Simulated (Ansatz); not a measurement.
Input for Ansatz (a first-principles code): R-CCSD(T)/aug-cc-pVTZ on GeH2 (SMILES [GeH2]), atoms moved off the minimum. The run froze 14 orbitals, filled d shells among them.

Ansatz 0.2 input:
```yaml
crystal:
  periodic: [false, false, false]
  atoms:
    - {symbol: Ge, position_ang: [0.02631210, -0.01239880, 0.06709560]}
    - {symbol: H, position_ang: [-0.12369670, -1.12090044, -1.06973423]}
    - {symbol: H, position_ang: [-0.08829928, 1.15130942, -1.06488684]}
basis:
  gaussian:
    orbitals: aug-cc-pVTZ
magnetization: {spin_polarized: false}
correlation: {method: ccsd_t, electrons: outside_noble_gas}
scf: {lower_state_search: off}
output: {forces: true}
```

Question: What total energy does the run end on?

Answer: -2076.6494 hartree (reference determinant -2076.5153, T1 diagnostic 0.013).

Question: How many basis functions does it have, and what does it roughly cost on one machine?

Answer: 105 functions; roughly 7 core-seconds.
